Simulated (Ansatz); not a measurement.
Relaxation of BrClGaH2N (6 atoms, charge 0, multiplicity 1), to a largest force component of 0.03 eV/Å in at most 50 steps.

The calculation used RKS PBE/def2-SVP in Ansatz 0.2.0.

```xyz
6
Properties=species:S:1:pos:R:3:forces:R:3
Ga -0.063 0.676 -0.343 0.90 0.09 0.16
Br 2.283 0.909 0.035 -0.61 0.29 -0.27
N -0.302 -1.028 0.220 -0.12 0.05 -0.09
H 0.571 -1.235 0.717 -0.18 -0.42 0.20
Cl -1.350 2.114 -1.265 0.01 0.00 -0.01
H -1.140 -1.437 0.636 0.00 0.00 0.01
```

Where does it end, and by what steps?

It converged. After 6 steps the energy has fallen by 0.260 eV; Br2 moved furthest, 0.47 Å.

```tsv
step	energy less start (eV)	largest force component (eV/Å)	accepted
0	0.0000	0.897	yes
1	-0.1500	0.427	yes
2	-0.2140	0.672	yes
3	-0.1917	0.744	no
4	-0.2504	0.250	yes
5	-0.2590	0.103	yes
6	-0.2603	0.023	yes
```

```xyz
6
Properties=species:S:1:pos:R:3
Ga 0.178 0.634 -0.266
Br 2.363 1.319 -0.190
N -0.294 -1.024 0.292
H 0.339 -1.580 0.870
Cl -1.311 1.923 -1.143
H -1.275 -1.272 0.438
```

Whether the end is a true minimum wasn't checked by a vibrational analysis.

The run took 9.7 s on 2 threads of INTEL(R) XEON(R) PLATINUM 8581C CPU @ 2.10GHz (Emerald Rapids) (shared host), peak memory 0.17 GiB.
